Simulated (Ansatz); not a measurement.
`C[SiH](F)[SiH](F)F` → `C[SiH](F)F` + `F[SiH]`  (silylene formation by 1,1-elimination)

Gas-phase electronic energies from Ansatz, PBE0-D4/def2-TZVP geometries. CBS: MP2 limit from def2 TZ/QZ plus the TZ coupled-cluster correction, frozen cores. This one scheme is used for every species. DFT in def2-TZVPP. One conformer a species, not always the lowest.

CCSD(T)/CBS gives +40.8 kcal/mol.

Another level gave +43.7 kcal/mol. Which?
A. CCSD/def2-TZVPP
B. PBE/def2-TZVPP
C. ωB97X-V/def2-TZVPP
D. PBE0-D4/def2-TZVPP

C. ωB97X-V 43.7, PBE0-D4 45.3, PBE 41.5, CCSD/def2-TZVPP 38.5 kcal/mol.

Largest T1 diagnostic among the species: 0.015.

From PBE to PBE0 (25 % exact exchange), in def2-TZVPP and without D4, ΔE moves by +2.0 kcal/mol. In def2-TZVPP, CCSD(T) changes the Hartree–Fock value by +2.2 kcal/mol (the triples alone add +0.7 kcal/mol) and MP2 by +5.0 kcal/mol. The D4 term adds +3.3 kcal/mol with B3LYP and +1.8 kcal/mol with PBE0; it sums over pairs of atoms, weighted by their polarisabilities, and B3LYP, whose exchange is more repulsive, gets the larger term.

CCSD(T)/CBS has its own doubt, a few kJ/mol and more with outer-core shells, so smaller differences from it don't rank the levels.

B3LYP here is the variant with VWN-RPA as its local correlation; programs differ in this.
